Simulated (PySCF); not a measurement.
C3H4BrCl, SMILES C/C=C(\Cl)Br.

Geometry: TPSSh-D3(BJ)/def2-SVP.

Computed with TDA-LC-ωPBE/def2-SVPD in PySCF.

Vertical excitations. Isolated molecule, no solvent. State labels are in the subgroup Cs.

| state | symmetry | energy (eV) | λ (nm) | f | main pairs |
|---|---|---|---|---|---|
| S1 | A" | 5.69 | 218 | 0.000 | HOMO→LUMO 76 % |
| S2 | A' | 6.60 | 188 | 0.006 | HOMO−1→LUMO 77 % |
| S3 | A" | 6.83 | 182 | 0.000 | HOMO→LUMO+2 48 %, HOMO→LUMO+5 18 %, HOMO→LUMO+10 8 %, HOMO→LUMO+11 7 % |
| S4 | A' | 6.93 | 179 | 0.476 | HOMO→LUMO+1 93 % |
| S5 | A" | 7.44 | 167 | 0.005 | HOMO−2→LUMO 51 %, HOMO→LUMO+3 15 %, HOMO→LUMO+2 11 % |
| S6 | A" | 7.53 | 165 | 0.000 | HOMO−1→LUMO+1 92 % |
| S7 | A" | 7.82 | 159 | 0.021 | HOMO→LUMO+3 30 %, HOMO→LUMO+7 18 %, HOMO→LUMO+5 16 %, HOMO−2→LUMO 10 % |
| S8 | A' | 7.99 | 155 | 0.039 | HOMO−3→LUMO 33 %, HOMO−2→LUMO+1 14 %, HOMO−3→LUMO+2 12 %, HOMO−1→LUMO+2 10 % |
| S9 | A" | 8.22 | 151 | 0.001 | HOMO−3→LUMO+1 93 % |
| S10 | A' | 8.28 | 150 | 0.074 | HOMO−2→LUMO+1 75 % |
| T1 | A' | 3.81 | 326 | 0 | HOMO→LUMO+1 85 % |
| T2 | A" | 5.04 | 246 | 0 | HOMO→LUMO 70 % |
| T3 | A' | 5.70 | 218 | 0 | HOMO−1→LUMO 73 % |
| T4 | A" | 6.18 | 201 | 0 | HOMO→LUMO+2 31 %, HOMO−2→LUMO 16 %, HOMO→LUMO+5 16 %, HOMO→LUMO+10 8 % |
Triplets are in the Tamm–Dancoff approximation.
